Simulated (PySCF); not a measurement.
# Which determinant of CsGa⁺ lies lowest?

Unrestricted PBE0; Cs def2-SVP with ECP46, Ga def2-SVP; scalar-relativistic core potentials (PySCF 2.14). Outer shells of the fragments: Cs+ closed shells only; Ga 3d10 4s2 4p1.

Followed along the bond (rough minima from three points):

```csv
2Ms+1,unpaired,⟨S²⟩ at the start,R at minimum (Å),Te (eV)
2,σ ↑,0.75,4.31,0.00
2,π ↑,0.75,4.24,0.39
4,"σ ↑↑, π ↑",3.75,4.33,4.65
```

Solutions found at the starting distance of 3.510 Å, counted from the lowest of them; the search is not exhaustive and high or unbound solutions are not listed, so other states can lie among these:

```tsv
2Ms+1	unpaired	term	E (eV)	⟨S²⟩	⟨Lz²⟩	μ (D)
2	σ ↑	²Σ⁺	0.00	0.75	0.00	-3.30
2	π ↑	²Π	0.22	0.75	1.00	-3.87
4	σ ↑↑, π ↑	⁴Π	4.59	3.75	1.00	-3.91
2	δ ↑	²Δ	4.73	0.75	4.00	10.18
4	σ ↑, π ↑↑	⁴Σ⁻	4.83	3.75	0.00	-4.22
4	σ ↑↑↑	⁴Σ⁺	8.54	3.75	0.00	6.57
4	σ ↑, π ↑↑	mixed	9.97	3.75	2.00	4.63
```

A term symbol is given only where ⟨S²⟩ and ⟨Lz²⟩ are close to those of a pure state; real π, δ and φ orbitals otherwise mix terms. A positive dipole points towards Ga; it is taken about the centre of mass and depends on that origin.

Question: Compare the gap between the two lowest followed solutions at the starting distance with the gap between their minima.

Answer: At PBE0 the second solution (doublet, unpaired electrons π ↑) lies +0.22 eV from the first (doublet, unpaired electrons σ ↑) at 3.510 Å and +0.39 eV at the minima; the two curves relax by different amounts, since their minima lie near 4.24 and 4.31 Å.

Spin–orbit coupling is left out. Counting both spins, an empty level lies below a filled one in some of these solutions, because spin and occupation are held.
